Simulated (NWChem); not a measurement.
System: CH₂ClF; SMILES FCCl

NWChem input:

```
start job
memory heap 200 mb stack 900 mb global 1100 mb
geometry units angstroms noautoz
  F      0.389191     1.505790     0.000000
  C     -0.571544     0.565043     0.000000
  Cl     0.131186    -1.062862     0.000000
  H     -1.185066     0.659826     0.907841
  H     -1.185066     0.659826    -0.907841
end
basis spherical
  * library def2-tzvpd
end
dft
  xc becke88 lyp
  iterations 150
  mulliken
end
task dft energy
```

Geometry: optimised at PBE0/def2-SVP.

Predict the main results of this run. (BLYP/def2-TZVPD.) Quantities: energy (Ha); highest occupied level (eV); orbital gap (eV); dipole (D).


- energy (Ha): -599.39
- highest occupied level (eV): -7.29
- orbital gap (eV): 6.48
- dipole (D): 1.70
